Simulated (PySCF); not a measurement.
ReF₅, SMILES [F][Re]([F])([F])([F])[F] (connectivity only; charge and spin as stated), neutral, multiplicity 3.

Coordinates come from a PBE0-D3(BJ)/def2-SVP optimisation. The spin state was assumed, not searched. The def2 effective core potentials stand for the cores of Re; spin–orbit coupling is left out.

Method: TDA-PBE/def2-SVPD in PySCF.

Vertical excitations; the highest root listed may be one member of a degenerate set. Gas-phase values at a fixed geometry.

Problem. Estimate the UV-visible absorptions. (The exact figures need the calculation; the answer reports its results.)

Solution. 
| state | energy (eV) | λ (nm) | f | main pairs |
|---|---|---|---|---|
| root 1 | 1.21 | 1026 | 0.001 | α HOMO→LUMO 50 %, α HOMO−1→LUMO+1 50 % |
| root 2 | 1.22 | 1017 | 0.000 | α HOMO−1→LUMO 50 %, α HOMO→LUMO+1 50 % |
| root 3 | 1.48 | 839 | 0.000 | α HOMO−1→LUMO+1, α HOMO→LUMO (degenerate set) |
| root 4 | 1.48 | 839 | 0.000 | α HOMO→LUMO+1, α HOMO−1→LUMO (degenerate set) |
| root 5 | 4.02 | 309 | 0.000 | α HOMO→LUMO+2 (degenerate set) |
| root 6 | 4.02 | 309 | 0.000 | α HOMO−1→LUMO+2 (degenerate set) |
| root 7 | 5.00 | 248 | 0.000 | β HOMO→LUMO+1, β HOMO−1→LUMO (degenerate set) |
| root 8 | 5.00 | 248 | 0.000 | β HOMO−1→LUMO+1, β HOMO→LUMO (degenerate set) |
| root 9 | 5.05 | 245 | 0.001 | β HOMO−2→LUMO+1, β HOMO−3→LUMO (degenerate set) |
| root 10 | 5.05 | 245 | 0.001 | β HOMO−2→LUMO, β HOMO−3→LUMO+1 (degenerate set) |
Unrestricted roots are not spin-pure.
